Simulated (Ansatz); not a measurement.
`[F][Al]([SH])[SH]`. The species carries charge 0 and has multiplicity 1. Geometry: relaxed with PBE0-D4/def2-TZVP. It is one conformer, not always the lowest.

```xyz
6

F     1.247   -1.138   -0.145
Al    0.035   -0.032   -0.004
S     0.411    2.029   -0.550
S    -1.902   -0.667    0.723
H     1.682    1.744   -0.888
H    -1.473   -1.935    0.864
```

(1) What is the dipole moment at PBE/def2-TZVPP? (Estimate.)

(2) And with r2SCAN, B3LYP, ωB97M-V? (Estimate.)

(3) Give the Mulliken charges with PBE, ωB97M-V, B3LYP in def2-TZVPP. (An estimate is asked.)

Results:

(1) The calculation gave: 0.35 D, with components (0.25, -0.23, -0.03) D in this frame, pointing from negative to positive charge.

(2) The calculation gave: r2SCAN 0.45 D, B3LYP 0.34 D, ωB97M-V 0.39 D.

(3) Ansatz gave: 
```json
{"atom": "F1", "PBE": "-0.30", "ωB97M-V": "-0.33", "B3LYP": "-0.34"}
{"atom": "Al2", "PBE": "0.53", "ωB97M-V": "0.57", "B3LYP": "0.61"}
{"atom": "S3", "PBE": "-0.24", "ωB97M-V": "-0.25", "B3LYP": "-0.25"}
{"atom": "S4", "PBE": "-0.24", "ωB97M-V": "-0.25", "B3LYP": "-0.25"}
{"atom": "H5", "PBE": "0.13", "ωB97M-V": "0.13", "B3LYP": "0.12"}
{"atom": "H6", "PBE": "0.13", "ωB97M-V": "0.13", "B3LYP": "0.12"}
```

B3LYP here is the variant with VWN-RPA as its local correlation; programs differ in this.
